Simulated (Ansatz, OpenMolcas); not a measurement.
**Predicting a hybrid from its neighbours: BaS**

BaS: 2 atoms, total charge 0, spin state singlet. SMILES: `[S][Ba]`. The bond length is the measured one.

The vertical ionisation energy (to the doublet cation) y, in eV, basis def2-TZVP with a core potential; a is the functional's share of exact exchange. Programs: Ansatz 0.2.0, OpenMolcas 26.06.

| functional | program | a | y (eV) |
| --- | --- | --- | --- |
| TPSS | OpenMolcas | 0 | 6.58 |
| PBE | Ansatz | 0 | 6.75 |
| B3LYP | Ansatz | 0.2 | ? |
| r2SCAN0 | Ansatz | 0.25 | 6.46 |
| PBE0 | Ansatz | 0.25 | 6.57 |
| BHLYP | Ansatz | 0.5 | 6.26 |

Question: Fit y = c + s·a to the known rows and predict B3LYP.

Answer: 
1. Means of the 5 rows: a = 0.2000, y = 6.524.
2. Σ(Δa)² = 0.175, Σ(Δa·Δy) = -0.1365, so the slope is -0.1365/0.175 = -0.78.
3. Intercept: 6.524 − (-0.78) × 0.2000 = 6.680. The largest residual of the fit is 0.100.
4. B3LYP: 6.680 + (-0.78) × 0.2 = 6.52 eV.

The run gave 6.62 eV, so the prediction is off by -0.10 eV, within the scatter of the fit. The rows mix families of semi-local functionals, which the line can't see. Spin-orbit coupling is left out.
